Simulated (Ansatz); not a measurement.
# Which method gave which barrier?

Saddle point of CH$_{8}$SeSi, closed shell (CH₆Si ([CH3][SiH3]) + H₂Se → SiH₄Se ([SiH3][SeH]) + CH₄; bonds formed: Si1–Se7, C2–H6; bonds broken: Si1–C2, H6–Se7), PBE0-D4/def2-TZVP structure:

```json
{"atom": "Si1", "x (Å)": "-0.8188", "y (Å)": "0.7084", "z (Å)": "-0.2008"}
{"atom": "C2", "x (Å)": "0.0358", "y (Å)": "-1.0537", "z (Å)": "0.6823"}
{"atom": "H3", "x (Å)": "-0.9146", "y (Å)": "0.7295", "z (Å)": "-1.6739"}
{"atom": "H4", "x (Å)": "-2.1133", "y (Å)": "0.0590", "z (Å)": "0.2108"}
{"atom": "H5", "x (Å)": "-0.7736", "y (Å)": "1.9249", "z (Å)": "0.6358"}
{"atom": "H6", "x (Å)": "0.7244", "y (Å)": "-0.0768", "z (Å)": "0.2085"}
{"atom": "Se7", "x (Å)": "1.8058", "y (Å)": "1.3557", "z (Å)": "-0.5963"}
{"atom": "H8", "x (Å)": "-0.4624", "y (Å)": "-0.9452", "z (Å)": "1.6437"}
{"atom": "H9", "x (Å)": "1.0356", "y (Å)": "-1.4709", "z (Å)": "0.8518"}
{"atom": "H10", "x (Å)": "-0.5000", "y (Å)": "-1.7260", "z (Å)": "0.0128"}
{"atom": "H11", "x (Å)": "1.9812", "y (Å)": "0.4949", "z (Å)": "-1.7746"}
```

Program: Ansatz 0.2.0. Basis: def2-TZVPP, with def2-QZVPP for the basis limit. Cores are frozen in the correlated methods. Filled d shells of the heavier atoms are correlated. The def2 sets are not built for correlating such inner shells, so the correlated values are less sure here. Extrapolation: Hartree–Fock as exp(−7.88 √X), correlation as X^−2.97. Four methods, as single points on the PBE0-D4 structures, gave these electronic barriers from the start structure: 1.681, 2.084, 2.420, 3.067 eV.

(1) The methods were, in alphabetical order, CCSD(T), HF, r2SCAN-D4, SPW92. Which gave which? (Judge from chemistry; the calculation decides.)

The T1 diagnostic stays at or below 0.011.

Answers

(1) By the calculation: SPW92 1.681; r2SCAN-D4 2.084; CCSD(T) 2.420; HF 3.067 eV. For comparison, CCSD(T) at an estimated basis limit (MP2 extrapolated from triple and quadruple zeta, plus CCSD(T) − MP2 in triple zeta) gives 2.339 eV.

Labels in which every atom is bracketed show which atoms are joined, not bond orders.

For scale, one of the runs: CCSD(T)/def2-TZVPP, 233 basis functions, launched by `ansatz run in.yaml --threads 4 --pin off --events-out ev --progress --plain --max-ram 9574MiB`. Hardware: 4 CPU threads of an Arm Neoverse V1, shared host. Wall time 2 min; peak host memory 4 GiB.
